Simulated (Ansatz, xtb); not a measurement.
## Two structures of H6InO3P

We compare X, a singlet given by its coordinates, with Y, a singlet given by its coordinates. Both are isolated molecules in the gas phase, relaxed with PBE0-D4/def2-SVP.

X (Å):

| atom | x (Å) | y (Å) | z (Å) |
| --- | --- | --- | --- |
| In | -0.5561 | 1.1472 | 2.4596 |
| O | 3.2128 | -0.6760 | 0.8190 |
| O | 1.4883 | 0.4847 | 2.1462 |
| O | -0.4250 | -0.1301 | 0.7176 |
| P | 1.5835 | -0.4158 | 0.8847 |
| H | 3.5874 | -0.6800 | 1.7086 |
| H | 1.1485 | -1.7497 | 0.9899 |
| H | 1.5595 | 0.0518 | -0.4421 |
| H | -1.2075 | 0.2499 | 3.7704 |
| H | -0.7056 | 2.7783 | 1.9272 |
| H | -0.7398 | 0.1853 | -0.1373 |

Close contacts (Å): In1–O3 2.17, In1–O4 2.16, In1–P5 3.08, O2–P5 1.65, O3–P5 1.55, O4–P5 2.04, In1–H9 1.72, In1–H10 1.72, O2–H6 0.97, O4–H11 0.96, P5–H7 1.41, P5–H8 1.41.

Y (Å):

```
atom    x (Å)    y (Å)    z (Å)
  In  -1.9289  -1.0570   2.2594
   O   0.2558   1.3776   1.0690
   O  -1.4418   2.6588  -0.3561
   O  -2.2515   1.1064   1.5828
   P  -1.1786   2.0438   1.0942
   H   0.2234   0.4655   1.4925
   H  -1.0704   3.2368   1.8211
   H  -1.6263   1.9934  -1.0345
   H  -2.5435  -1.0086   3.8701
   H  -0.1451  -0.8284   2.1361
   H  -2.6025  -1.8982   0.9067
```

Close contacts (Å): In1–O4 2.29, O2–P5 1.58, O3–P5 1.60, O4–P5 1.51, In1–H9 1.72, In1–H10 1.80, In1–H11 1.73, O2–H6 1.01, O3–H8 0.97, P5–H7 1.40.

Problem. Estimate E(Y) − E(X) at the level CCSD(T)/def2-SVP + ΔMP2/def2-TZVPP.

Solution. Calculated at CCSD(T)/def2-SVP + ΔMP2/def2-TZVPP: E(Y) − E(X) = −7.1 kcal/mol, so structure Y lies lower.

How the difference moves with the method:

```csv
level,geometry,E(Y) − E(X) (kcal/mol),departure from the last row (kcal/mol),"job, with rough time for the two"
PBE0-D4/def2-SVP,PBE0-D4/def2-SVP,−4.3,+2.8,"optimisation, 2.4 min"
HF/def2-SVP,PBE0-D4/def2-SVP,−5.4,+1.7,part of the CCSD(T) run
MP2/def2-SVP,PBE0-D4/def2-SVP,−2.6,+4.4,part of the CCSD(T) run
CCSD(T)/def2-SVP,PBE0-D4/def2-SVP,−2.9,+4.2,single point
CCSD(T)/def2-SVP + ΔMP2/def2-TZVPP,PBE0-D4/def2-SVP,−7.1,,"single point, 64 s"
```

None of the levels shown reverses the order. The largest departure from CCSD(T)/def2-SVP + ΔMP2/def2-TZVPP is that of MP2/def2-SVP, 4.4 kcal/mol. Levels run at GFN2-xTB geometries aren't shown. The last row adds to CCSD(T) the change of the MP2 difference between the two basis sets, here −4.2 kcal/mol, a large step that makes the value less sure.

With thermal terms from frequencies at re-optimised GFN2-xTB minima (ideal gas, soft modes damped towards free rotors, one conformer each, 298.15 K, 1 atm): on the last row, ΔE + ΔZPE = −8.5, ΔH = −8.8, ΔG = −8.3 kcal/mol.

The correlated steps freeze 12 core orbitals; the filled d shell of In is correlated, in a basis made for valence electrons. Atoms past krypton carry core potentials in the def2 sets and no spin–orbit term is included. Codes used: Ansatz 0.2.0, xtb 6.7.1; the last row on 2 threads of Arm Neoverse V1 on a shared host.
